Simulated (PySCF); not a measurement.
C2H10OSi3, SMILES O[C@@H]1C[Si@H]([SiH3])[SiH2]1.

Geometry: PBE-D3(BJ)/def2-SVP. The structure was generated by enumeration; whether it is a known compound was not checked. Other conformers were not sampled.

Level of theory: PBE-D3(BJ)/def2-SVP (PySCF).

Frequencies are harmonic and unscaled.

**Question.** Give all harmonic wavenumbers and intensities. (The exact figures need the calculation; the answer reports its results.)

**Answer.** 
```csv
mode,ν (cm⁻¹),IR (km/mol),moving atoms (share of kinetic energy)
1,94,1.8,"Si 60 %, O 19 %, H 16 %"
2,104,0.7,"Si 46 %, O 25 %, H 23 %"
3,142,1.2,H 92 %
4,172,2.1,"Si 33 %, O 27 %, H 21 %, C 18 %"
5,223,0.6,"O 38 %, H 35 %, C 16 %, Si 11 %"
6,323,8.4,"H 35 %, Si 32 %, O 17 %, C 15 %"
7,367,124.1,"H 77 %, Si 11 %"
8,379,6.8,"Si 71 %, H 26 %"
9,430,7.3,"H 60 %, Si 22 %, C 10 %"
10,440,1.3,"Si 60 %, H 34 %"
11,484,4.6,"H 42 %, Si 31 %, C 18 %, O 9 %"
12,507,8.0,"H 74 %, Si 19 %"
13,522,8.7,"H 78 %, Si 20 %"
14,590,10.2,"H 73 %, Si 15 %"
15,602,23.8,"H 79 %, C 16 %"
16,624,32.8,"H 55 %, C 29 %, Si 16 %"
17,650,43.1,"H 81 %, Si 10 %, C 8 %"
18,706,79.9,"H 55 %, C 25 %, Si 19 %"
19,730,76.6,"H 54 %, C 34 %, Si 13 %"
20,770,62.7,"H 55 %, C 31 %"
21,848,191.8,"H 88 %, Si 9 %"
22,878,10.2,"H 51 %, C 38 %, O 9 %"
23,894,79.7,H 91 %
24,903,39.1,H 96 %
25,915,28.4,H 97 %
26,976,24.7,"H 61 %, C 22 %, O 17 %"
27,1052,5.1,"H 50 %, C 45 %"
28,1073,26.7,"H 61 %, C 27 %, O 12 %"
29,1128,12.4,"H 70 %, C 29 %"
30,1239,20.6,"H 80 %, C 18 %"
31,1308,11.2,"H 74 %, C 21 %"
32,1363,6.1,"H 90 %, C 9 %"
33,2133,99.0,H 98 %
34,2141,88.5,H 97 %
35,2143,78.5,H 97 %
36,2149,141.8,H 97 %
37,2173,34.2,H 96 %
38,2177,111.5,H 96 %
39,2935,53.3,H 92 %
40,2959,26.1,H 94 %
41,3025,6.3,"H 91 %, C 9 %"
42,3644,13.0,H 94 %
```
